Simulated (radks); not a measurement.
Sm II, 61 electrons, occupied as [Xe] 4f6 6s1.

Calculated with a radial shooting solver on a logarithmic mesh with Libxc functionals: scalar-relativistic Kohn-Sham, BLYP, spin-polarised, spherical densities, finite nucleus; open shells are filled with parallel spins first (spin-orbit coupling, left out, can overturn this in heavy ions); Fermi nuclear charge, rms radius 5.0819 fm.

Energy parts (eV):
total: -283742.16
kinetic: 303275.66
electron-nucleus: -690368.33
Hartree: 109777.04
exchange-correlation: -6426.52

Orbitals (lengths in bohr, moments of r in powers of bohr):
| orbital | occ. | eigenvalue (eV) | <r^4> | <1/r> |
|---|---|---|---|---|
| 1s up | 1 | -46683.26 | 1.317e-06 | 68.81 |
| 1s down | 1 | -46683.25 | 1.317e-06 | 68.81 |
| 2s up | 1 | -7632.868 | 0.0002120 | 15.93 |
| 2s down | 1 | -7632.832 | 0.0002120 | 15.93 |
| 2p up | 3 | -6810.283 | 0.0001572 | 14.95 |
| 2p down | 3 | -6810.257 | 0.0001572 | 14.95 |
| 3s up | 1 | -1676.645 | 0.008341 | 5.826 |
| 3s down | 1 | -1674.815 | 0.008316 | 5.830 |
| 3p up | 3 | -1419.454 | 0.008727 | 5.492 |
| 3p down | 3 | -1417.635 | 0.008694 | 5.497 |
| 3d up | 5 | -1070.805 | 0.007048 | 5.212 |
| 3d down | 5 | -1069.399 | 0.007009 | 5.217 |
| 4s up | 1 | -338.9747 | 0.2088 | 2.447 |
| 4s down | 1 | -334.2993 | 0.2088 | 2.447 |
| 4p up | 3 | -254.4714 | 0.2744 | 2.251 |
| 4p down | 3 | -249.8110 | 0.2748 | 2.251 |
| 4d up | 5 | -135.9034 | 0.4460 | 1.974 |
| 4d down | 5 | -131.2867 | 0.4506 | 1.973 |
| 4f up | 6 | -9.5377 | 6.018 | 1.371 |
| 4f down | 0 | -5.6265 | 13.24 | 1.307 |
| 5s up | 1 | -50.0525 | 7.307 | 0.9446 |
| 5s down | 1 | -47.4183 | 7.781 | 0.9284 |
| 5p up | 3 | -29.7846 | 15.04 | 0.7928 |
| 5p down | 3 | -27.7704 | 16.39 | 0.7743 |
| 6s up | 1 | -8.7329 | 407.4 | 0.3265 |

The highest occupied level is 6s up at -8.733 eV. For comparison, the ionisation energy in NIST's Atomic Spectra Database is 11.08 eV (semi-empirical). In exact Kohn-Sham theory the highest level is minus the ionisation energy, but local and semilocal functionals leave it too shallow, through self-interaction and a potential that decays too fast; potentials with the right tail come closer. The density falls to 0.001 e/bohr^3 at r = 4.52 bohr. Summed over all electrons, <r^2> = 57.89 bohr^2, which gives a Langevin (diamagnetic) susceptibility term of -45.8 x 10^-6 cm^3/mol.
